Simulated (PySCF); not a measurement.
**Structure elucidation problem**

An unknown has the formula C$_{5}$H$_{11}$NOSi$_{2}$. Its calculated NMR data are:

¹H NMR (600 MHz, computed): δ 7.74 (m, 1H), 7.02 (m, 1H), 6.51 (m, 1H), 5.28 (m, 1H), 4.06 (m, 1H), 3.83 (m, 1H), 0.26 (br s, 2H), -0.06 (m, 3H).

¹³C{¹H} NMR (computed): δ 159.2 (C), 153.1 (CH), 130.5 (CH), 115.2 (CH), -11.7 (CH3).

[PySCF 2.14.0 with density-fitted response routines: PBE0/pcSseg-1 with gauge-including orbitals; PBE0-D3(BJ)/def2-SVP geometry; relativity neglected; averaged over atoms made equivalent by symmetry, fast rotation or ring inversion; one conformer; isolated molecule]

Shifts are taken against calculated references (same method and geometry level): ¹H (σref 31.27) and ¹³C (σref 184.41) vs TMS.

What is the structure?

Results:


- The formula gives 3 degrees of unsaturation (1 ring in the answer).
- 5 carbon signals for 5 carbons: no two carbons are equivalent.
- Carbon types of the structure: 1 × C, 3 × CH, 1 × CH3, leaving 5 H on heteroatoms.
- δC 159.2: substituted aromatic carbon next to the ring oxygen.
- δC 153.1: aromatic CH next to the ring oxygen.
- δC 130.5, 115.2: aromatic CH.
- δC -11.7: methyl carbon bonded to Si; an electropositive neighbour leaves it electron-rich and shielded.
- δH 7.02, 6.51: hydrogen on an aromatic CH; ring-current deshielding.
- δH 0.26: hydrogen on a nitrogen bonded to Si; exchangeable; this is the value without hydrogen bonding to other molecules.
- δH -0.06: hydrogen on a methyl carbon bonded to Si; an electropositive neighbour shields it, as in TMS itself.

Structure: `C[SiH2][Si@@H](N)c1ccco1`.

The data come from this structure; uniqueness wasn't tested.

Exchangeable OH/NH protons stand at their gas-phase positions; hydrogen bonding in a real sample shifts them, mostly to higher δ. Shifts are as computed. Against solution values, carbons near 30 ppm lie about +2 ppm off and those near 130 ppm about +5 ppm. Of 1211 compounds with measured shifts, 218 miss one by over three times the rms of a fit or turn the order of signals round; such compounds aren't used in these exercises. Multiplicities follow the n + 1 count of equivalent neighbours, as no J values were calculated; m marks all less simple cases, F and P coupling included.
